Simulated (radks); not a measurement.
Results of a calculation; reference values are marked as such.
Au I, configuration [Xe] 4f14 5d10 6s1 (the NIST ground configuration). Code: a radial shooting solver on a logarithmic mesh with Libxc functionals. Model: Dirac Kohn-Sham, PBEsol, spin-unpolarised, spherical densities, finite nucleus; Fermi nuclear charge, rms radius 5.4371 fm.

Spin-orbit splittings of the eigenvalues, e(l+1/2) - e(l-1/2), with zeta = 2 splitting/(2l+1) and mean radii in bohr:

shell  occ.  splitting (eV)  zeta (eV)  <r> j=l-1/2  <r> j=l+1/2
2p        6            1834       1223      0.05799      0.06654
3p        6           404.8      269.8       0.1736       0.1893
3d       10           87.03      34.81       0.1648       0.1696
4p        6           97.16      64.77       0.4095       0.4436
4d       10           18.10      7.239       0.4520       0.4632
4f       14           3.812      1.089       0.4953       0.5023
5p        6           16.54      11.03        1.004        1.104
5d       10           1.530     0.6120        1.571        1.656
